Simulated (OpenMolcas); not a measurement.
Ag7+: effect of the IPEA shift

```json
{
  "Program": "OpenMolcas",
  "Basis": "ANO-RCC-VTZP [7s6p4d2f1g]",
  "Scalar Hamiltonian": "DKH2, point nucleus",
  "Active space": "4 electrons in 5 orbitals (4d)",
  "State averaging": "2S+1 = 5 even, 5 roots; 2S+1 = 3 even, 45 roots; 2S+1 = 1 even, 50 roots",
  "Spin-orbit coupling": "state interaction with AMFI integrals over the reference wave functions, term energies averaged over their components"
}
```

Methods on the same reference wave functions:
A. CASSCF
B. MS-CASPT2, IPEA 0 Eh, imaginary shift 0.1 Eh (closed shells correlated: 4s 4p)
C. MS-CASPT2, IPEA 0.25 Eh, imaginary shift 0.1 Eh (closed shells correlated: 4s 4p)

Energies in cm⁻¹ above 4d⁴ ⁵D₀, the measured ground level; measured values from Atoms 5, 11 (2017), spectra Ag VII to Ag IX.

| Level | A | B | C | Measured |
| --- | --- | --- | --- | --- |
| 4d⁴ ⁵D₀ | 0.0 | 0.0 | 0.0 | 0.0 |
| 4d⁴ ⁵D₁ | 1147 | 1272 | 1255 | 1340 |
| 4d⁴ ⁵D₂ | 2896 | 3090 | 3070 | 3212 |
| 4d⁴ ⁵D₃ | 4931 | 5120 | 5100 | 5292 |
| 4d⁴ ⁵D₄ | 7109 | 7240 | 7230 | 7443 |
| 4d⁴ ³P₀(1) | 25034 | 21370 | 21830 | 21309 |
| 4d⁴ ³H₄ [68 %] | 26203 | 24010 | 24330 | 23302 |
| 4d⁴ ³H₅ | 28758 | 26840 | 27160 | 26250 |
| 4d⁴ ³P₁(1) | 29981 | 26380 | 26870 | 26526 |
| 4d⁴ ³H₆ | 30549 | 28790 | 29090 | 28185 |
| 4d⁴ ³F₂(1) | 31783 | 28330 | 28800 | 28051 |
| 4d⁴ ³F₄(1) [55 %] | 32811 | 29840 | 30270 |  |
| 4d⁴ ³P₂(1) | 36098 | 32120 | 32660 | 32134 |
| 4d⁴ ³F₃(1) [50 %] | 36674 | 33250 | 33710 |  |
| 4d⁴ ³G₄ [61 %] | 36913 | 33380 | 33790 | 32698 |
| 4d⁴ ³G₅ | 38717 | 35610 | 35980 | 35077 |
| 4d⁴ ¹I₆ | 43243 | 40910 | 41080 | 39744 |
| 4d⁴ ³D₃ | 43419 | 37700 | 38240 | 36879 |
| 4d⁴ ³D₂ [70 %] | 44251 | 38960 | 39440 | 38402 |
| 4d⁴ ³D₁ | 45452 | 39810 | 40350 | 39191 |
| 4d⁴ ¹G₄(1) [73 %] | 47822 | 43810 | 44170 | 43104 |
| 4d⁴ ¹S₀(1) | 52604 | 45550 | 46230 |  |
| 4d⁴ ¹D₂(1) | 54908 | 49860 | 50150 |  |
| 4d⁴ ¹F₃ | 60123 | 53560 | 53930 | 52004 |

Deviations, from unrounded energies. A percentage is the sum of absolute deviations over the sum of measured energies, with the sign that they share, or ± where signs differ.

| Against measurement | Levels | A | B | C |
| --- | --- | --- | --- | --- |
| mean absolute deviation (cm-1) | 19 | 3500 | 500 | 810 |
| fine structure of the ground term (%) | 4 | -7.0 | -3.2 | -3.7 |
| other terms of the ground configuration (%) | 15 | +13.0 | ±1.8 | +3.0 |

B lies closest to measurement on these levels and A furthest from it. The largest miss of B in the table is 4d⁴ ¹F₃, by +1600 cm-1. The ranking rests on the paired levels alone, and a cruder setting can come out closer through cancelling errors.

Between B and C the level of the table that moves most is 4d⁴ ¹S₀(1), by 680 cm-1 (lowest in B, highest in C). Moves below CASPT2's spread within the term are not significant.

The mean deviations of B to C differ by less than CASPT2's widest spread within a term (1100 cm-1), so their order carries little weight.

From A to B the spin-free energies of the other terms of 4d⁴ shown, above ⁵D, scale by factors of 0.83 to 0.93, as is usual when dynamic correlation screens the repulsion within a d or f shell.

The lowest spin-free term lies below A's lowest term by 0.302 hartree in B, 0.295 hartree in C.

Term energies are means over components that CASPT2 splits; among the terms shown or strongly mixed into the levels shown the widest spread is 1100 cm-1 (4d⁴ ¹F, C). Without dynamic correlation excited terms often stand tens of per cent too high (terms of higher spin than the ground term too low), and those without a measured partner can miss by more than the paired ones (holds for A). Some levels mix across a computed gap that differs much from the measured one, so their mixing is not that of the real levels (holds for A). The CASPT2 spread within a term exceeds the gap to the next term for 4d⁴ ³D and 4d⁴ ¹I, 4d⁴ ¹I and 4d⁴ ¹G(1), so the order of their levels is uncertain (holds for C). Computed and measured levels are paired by configuration, term and J; levels that our copy of the source lacks, or whose pairing is in doubt (as where it misses far off the trend of its configuration), stay unpaired and out of the deviations. Levels of configurations outside the active space are missing. Levels that lie high or do not pair safely by name in every column are left out.

A share in square brackets marks a mixed level and gives the weight of the term that names it, the lowest over the columns. A number in round brackets counts repeated terms of one configuration in the order of the reference energies.
